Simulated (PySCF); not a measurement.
Method: PySCF energies plus ideal-gas RRHO corrections (1 bar). 'Table' is the NASA 1993 thermochemical table (part measured, part estimated). 6-31G* has spherical d functions here. Open shells (unrestricted): CaBr (multiplicity 2). Br: all electrons, no relativistic terms. The harmonic model lacks anharmonicity and excited electronic states, which grow with temperature; levels with a mode under 35 cm⁻¹ are left out. The table's entry may be an old estimate for CaBr (not checked at source).

Harmonic frequencies at HF/6-31G* (cm⁻¹): 264. Point group C∞v; S°(298 K) = 254.5 J/mol/K at this level.

**Question.** Work out Cp and S° of gaseous CaBr at 500, 800, 1200, 1600, 2000 K from these, and set them beside the table.

**Answer.** 
| T (K) | Cp HF/6-31G* | Cp table | S° HF/6-31G* | S° table |
|---|---|---|---|---|
| 500 | 37.0 | 37.2 | 273.5 | 271.9 |
| 800 | 37.3 | 37.6 | 290.9 | 289.6 |
| 1200 | 37.3 | 38.0 | 306.0 | 304.9 |
| 1600 | 37.4 | 38.2 | 316.8 | 315.8 |
| 2000 | 37.4 | 38.5 | 325.1 | 324.4 |
Units J/mol/K.
